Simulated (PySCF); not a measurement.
CH2F4Si. Atoms are numbered in the order given.

```xyz
8

Si     0.6017    -1.0915     0.0000
F     -0.6850    -2.0741     0.0000
C     -0.0381     0.7246     0.0000
F     -0.7750     1.0097    -1.0792
F     -0.7750     1.0097     1.0792
F      1.0166     1.5586     0.0000
H      1.3851    -1.3007    -1.2414
H      1.3851    -1.3007     1.2414
```
Charge 0, spin multiplicity 1.

The structure is a stationary point at PBE0-D3(BJ)/def2-SVP.

These are ωB97X/def2-TZVP (PySCF) values and carry that method's errors.

ESP charges are fitted to the potential on shells at 1.4 to 2.0 van der Waals radii. Atomic charges (e):

```tsv
atom	ESP fit	Löwdin
Si1	0.43	0.29
F2	-0.22	0.00
C3	0.24	-0.79
F4	-0.12	0.19
F5	-0.12	0.19
F6	-0.14	0.18
H7	-0.03	-0.03
H8	-0.03	-0.03
```

Computed Mayer and Wiberg (Löwdin basis) orders of the bonds:
```tsv
bond	Mayer	Wiberg
Si1–F2	1.10	1.72
Si1–C3	0.91	1.00
C3–F4	1.10	1.79
C3–F5	1.10	1.79
C3–F6	1.08	1.77
Si1–H7	0.95	0.94
Si1–H8	0.95	0.94
```
